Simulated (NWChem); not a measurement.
Program: NWChem. System: C2H2F, charge 0, spin multiplicity 2, at a geometry optimised with UPBE0/def2-SVP. The structure started from a generated list of species. Its SCF solution wasn't tested for a lower state. Level: UM06-2X/def2-TZVP.

The NWChem input:

```
start mol
memory heap 200 mb stack 900 mb global 1100 mb
geometry units angstroms nocenter noautoz
  C      1.205366    -0.026439     0.000000
  C     -0.033877     0.422018     0.000000
  F     -1.164360    -0.216129     0.000000
  H      1.410561    -1.104048     0.000000
  H      2.039751     0.675729     0.000000
  symmetry group Cs
end
basis spherical
  * library def2-tzvp
end
dft
  xc m06-2x
  odft
  mult 2
  semidirect memsize 60000000 filesize 0
  iterations 100
  grid fine
end
task dft energy
```

Part of the output:

```
             Northwest Computational Chemistry Package (NWChem) 7.3.0
             --------------------------------------------------------

                                NWChem Input Module
                                -------------------

 Scaling coordinates for geometry "geometry" by  1.889725989
 (inverse scale =  0.529177249)

 Turning off AUTOSYM since
 SYMMETRY directive was detected!

                             Geometry "geometry" -> ""
                             -------------------------

 Output coordinates in angstroms (scale by  1.889725989 to convert to a.u.)

  No.       Tag          Charge          X              Y              Z
 ---- ---------------- ---------- -------------- -------------- --------------
    1 C                    6.0000     1.20536600    -0.02643900     0.00000000
    2 C                    6.0000    -0.03387700     0.42201800     0.00000000
    3 F                    9.0000    -1.16436000    -0.21612900     0.00000000
    4 H                    1.0000     1.41056100    -1.10404800     0.00000000
    5 H                    1.0000     2.03975100     0.67572900     0.00000000

 Effective nuclear repulsion energy (a.u.)      60.7853044832

            Nuclear Dipole moment (a.u.)
            ----------------------------
        X                 Y               Z
 ---------------- ---------------- ----------------
     0.0000113384    -0.0000113384     0.0000000000

      Symmetry information
      --------------------

 Group name             Cs
 Group number              2
 Group order               2
 No. of unique centers     5

      Symmetry unique atoms

     1    2    3    4    5


 Summary of "ao basis" -> "" (spherical)
 ------------------------------------------------------------------------------
       Tag                 Description            Shells   Functions and Types
 ---------------- ------------------------------  ------  ---------------------
 *                         def2-tzvp                  on all atoms

                                 NWChem DFT Module
                                 -----------------
[...]
 overlap   1.000  1.000  1.000  1.000  0.996  0.983  0.949  0.999  0.954  0.993

   alpha     11     12     13     14     15     16     17     18     19     20
    beta     11     12     13     14     15     16     17     19     20     18
 overlap   0.994  0.927  0.991  0.988  0.952  0.954  0.916  0.990  0.784  0.738

   alpha     21     22     23     24     25     26     27     28     29     30
    beta     21     22     23     24     25     26     27     28     29     30
 overlap   0.991  0.912  0.917  0.914  0.997  0.944  0.944  0.999  0.996  0.998

   alpha     31     32     33     34     35     36     37     38     39     40
    beta     31     32     33     34     35     36     37     38     39     40
 overlap   0.999  0.998  0.997  1.000  0.990  0.989  0.996  0.996  1.000  0.996

   alpha     41     42     43     44     45     46     47     48     49     50
    beta     41     42     43     44     45     46     47     48     49     50
 overlap   0.989  0.862  0.995  0.872  0.995  0.999  0.998  0.999  1.000  0.997

   alpha     51     52     53     54     55     56     57     58     59     60
    beta     51     52     53     54     55     56     57     58     59     60
 overlap   1.000  0.999  1.000  0.999  1.000  0.998  0.999  0.998  0.996  1.000

   alpha     61     62     63     64     65     66     67     68     69     70
    beta     61     62     63     64     65     66     67     68     69     71
 overlap   0.997  0.998  1.000  0.997  0.997  0.984  0.988  0.979  0.956  0.862

   alpha     71     72     73     74     75     76     77     78     79     80
    beta     70     72     73     74     75     76     77     78     79     80
 overlap   0.849  0.994  0.990  0.974  0.971  0.996  0.994  0.996  0.999  0.993

   alpha     81     82     83     84     85     86     87     88     89     90
    beta     81     82     83     84     85     86     87     88     89     90
 overlap   0.994  0.998  1.000  0.998  0.999  1.000  0.999  0.998  1.000  1.000

   alpha     91     92     93     94     95     96     97     98     99    100
    beta     91     92     94     93     95     96     97     98     99    100
 overlap   1.000  1.000  1.000  1.000  1.000  1.000  1.000  1.000  1.000  1.000

   alpha    101    102    103    104    105
    beta    101    102    103    104    105
 overlap   1.000  1.000  1.000  1.000  1.000

     --------------------------
     Expectation value of S2:
     --------------------------
      <S2> =      0.7633 (Exact =     0.7500)

 center of mass
 --------------
 x =  -0.19251550 y =   0.00878122 z =   0.00000000

 moments of inertia (a.u.)
 ------------------
          16.857915024023         -14.526734775591           0.000000000000
         -14.526734775591         174.755938185348           0.000000000000
           0.000000000000           0.000000000000         191.613853209371

     Multipole analysis of the density
     ---------------------------------

     L   x y z        total         alpha         beta         nuclear
     -   - - -        -----         -----         ----         -------
     0   0 0 0     -0.000000    -12.000000    -11.000000     23.000000

     1   1 0 0      0.396363      0.398286     -0.001935      0.000011
     1   0 1 0     -0.065244     -0.702321      0.637088     -0.000011
     1   0 0 1     -0.000000     -0.000000     -0.000000      0.000000

     2   2 0 0    -11.926499    -54.886970    -53.730393     96.690864
     2   1 1 0     -0.195191     -3.040386     -3.614386      6.459581
     2   1 0 1      0.000000      0.000000      0.000000      0.000000
     2   0 2 0    -12.212353    -13.582024     -9.946056     11.315727
     2   0 1 1     -0.000000     -0.000000      0.000000      0.000000
     2   0 0 2    -13.770656     -7.178546     -6.592110      0.000000

 Task  times  cpu:        4.7s     wall:        4.7s

 Total times  cpu:        4.8s     wall:        4.8s
```
